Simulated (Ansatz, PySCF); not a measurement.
Spin gap between two states, R1 and P1; the higher of the two is an excited state, each structure at its B3LYP-D3(BJ)/def2-TZVP stationary point, reached from a drawn start (curvature not checked).
R1, H2Sn (SMILES [SnH2]) (charge 0, multiplicity 1):
```xyz
3

Sn     0.000     0.000    -0.835
H      1.265     0.000     0.418
H     -1.265     0.000     0.418
```
P1, H2Sn (SMILES [SnH2]) (charge 0, multiplicity 3, Z-matrix in Å and degrees):
```
Sn
H 1 1.7274
H 1 1.7274 2 119.02
```

```
level                                spin gap (kcal/mol)
-----------------------------------  -------------------
BLYP-D4/def2-TZVPP                                 31.64
revPBE-D4/def2-TZVPP                               27.30
r2SCAN-D4/def2-TZVPP                               22.89
B3LYP-D3(BJ)/def2-TZVPP                            30.19
BHLYP-D3(BJ)/def2-TZVPP                            27.85
M06-2X/def2-TZVPP                                  21.14
wB97X-V/def2-TZVPP                                 30.14
B2PLYP-D3(BJ)/def2-TZVPP                           28.12
MP2/def2-SVP                                       21.17
MP2/def2-TZVPP                                     22.84
MP2/def2-QZVPP                                     23.62
MP2/CBS(def2-TZVPP, def2-QZVPP)                    24.13
SCS-MP2/def2-QZVPP                                 27.38
CCSD(T)/CBS(def2-TZVPP, def2-QZVPP)                25.84
```

P less R. No zero-point or thermal terms; singlets are restricted closed shells; open shells are unrestricted; no spin–orbit coupling.

Correlated levels freeze the cores. In cc and def2 sets filled d and f shells under p-block atoms count as core. CBS(a, b) extrapolates the correlation energy as X⁻³ and adds the Hartree–Fock energy of set b.

Run with Ansatz (Gaussian orbitals); PySCF for M06-2X and the D3/D4 terms. Each number belongs to the level named beside it. Elements past Kr take the def2 small-core potentials, without spin–orbit coupling.

Ansatz is a program for electronic structure.
